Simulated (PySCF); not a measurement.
**Working out the ionisation energy of Pt⁺**

Pt⁺ [Xe] 4f14 5d9 (2D) → Pt²⁺ [Xe] 4f14 5d8 (3F). Calculation: PySCF 2.14, in ANO-RCC-VTZP (8s7p5d3f1g, 84 functions); scalar relativity by spin-free X2C-1e. Frozen: [Kr] 4d10 4f14. Energies in hartree (1 hartree = 27.21139 eV):

```json
{"part": "UHF", "Pt⁺ (lower)": "-18409.204687", "Pt²⁺ (upper)": "-18408.583036"}
{"part": "CCSD correlation", "Pt⁺ (lower)": "-0.476916", "Pt²⁺ (upper)": "-0.418011"}
{"part": "(T)", "Pt⁺ (lower)": "-0.014871", "Pt²⁺ (upper)": "-0.009818"}
```

Task: What does Hartree-Fock give?

Result: (-18408.583036) − (-18409.204687) = 0.621651 hartree = 16.916 eV.

Task: What do CCSD and CCSD(T) give?

Result: The CCSD correlation energies differ by 0.058905 hartree = 1.603 eV and the triples by 0.005053 hartree = 0.137 eV, so CCSD gives 18.519 eV and CCSD(T) 18.656 eV.

A first-order spin-orbit estimate adds -0.347 eV to CCSD(T) (valence and next inner shell), giving 18.309 eV against 18.56 ± 0.12 eV (measured; NIST Atomic Spectra Database, ionization energies).

What remains against the reference includes basis incompleteness, the frozen core and higher excitations.
